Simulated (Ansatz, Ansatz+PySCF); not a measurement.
```yaml
atoms:
  - { symbol: O, position_ang: [0.0000, 1.1906, 0.0000] }
  - { symbol: O, position_ang: [0.0000, -1.1906, 0.0000] }
  - { symbol: Mn, position_ang: [1.3500, 0.0000, 0.0000] }
  - { symbol: F, position_ang: [2.3606, 0.0000, 1.4287] }
  - { symbol: F, position_ang: [2.3606, 0.0000, -1.4287] }
  - { symbol: Mn, position_ang: [-1.3500, 0.0000, 0.0000] }
  - { symbol: F, position_ang: [-2.3606, 0.0000, 1.4287] }
  - { symbol: F, position_ang: [-2.3606, 0.0000, -1.4287] }
```

Basis set: def2-SVP on O, F; pcseg-2 on Mn (spherical functions). Charge 0, multiplicity 7.

Computed with Ansatz (development build ahead of 0.2.0); each method stands on the lowest determinant of its kind that the runs found. Restricted functionals stand beside restricted open-shell atoms, which can lie above the unrestricted atoms usual in DFT and then raise those values.

The atomization energy at this shape (free ground-state atoms in the same class of orbitals less the molecule, no zero-point energy) of septet Mn₂O₂F₄:

```csv
method,atomization energy
ωB97X (restricted open-shell),27.87 eV
PBE0 (unrestricted),27.31 eV
PBE0 (restricted open-shell),27.37 eV
ROHF,7.16 eV
```

Q: What does UHF give?

A: 11.09 eV. Caution: another spin multiplicity may lie lower. Caution for ωB97X (restricted open-shell): no unrestricted run beside it, a lower state can exist. Caution for UHF: the unrestricted determinant is a mixture of spin states. Caution for ROHF: an unrestricted determinant lies well below.

The shape needn't be a minimum at these levels.
